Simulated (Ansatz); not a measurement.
Start from `C=C(N)[SiH3]` and change one atom or group to get `C=C(N)CF`.

Ansatz, PBE0-D4/def2-TZVP geometries, multiplicity 1. Each molecule was computed in one conformer, which needn't be the lowest.

```csv
property,`C=C(N)[SiH3]`
HOMO–LUMO gap (B3LYP/def2-TZVPP) / eV,6.01
LUMO energy (PBE/def2-TZVPP) / eV,-0.75
HOMO–LUMO gap (PBE0/def2-TZVPP) / eV,6.44
HOMO–LUMO gap (PBE/def2-TZVPP) / eV,4.37
size of the dipole moment (B3LYP/def2-TZVPP) / D,1.48
HOMO energy (B3LYP/def2-TZVPP) / eV,-6.04
```

(1) Give the same properties after the change, and the shifts. (An estimate is asked.)

Results:

(1) Computed: 
```tsv
property	`C=C(N)CF`	shift
HOMO–LUMO gap (B3LYP/def2-TZVPP) / eV	6.28	0.27
LUMO energy (PBE/def2-TZVPP) / eV	-0.55	0.20
HOMO–LUMO gap (PBE0/def2-TZVPP) / eV	6.74	0.30
HOMO–LUMO gap (PBE/def2-TZVPP) / eV	4.59	0.22
size of the dipole moment (B3LYP/def2-TZVPP) / D	0.85	-0.63
HOMO energy (B3LYP/def2-TZVPP) / eV	-6.09	-0.05
```

Dipoles are sizes alone; their direction can turn.

B3LYP here is the variant with VWN-RPA as its local correlation; programs differ in this.
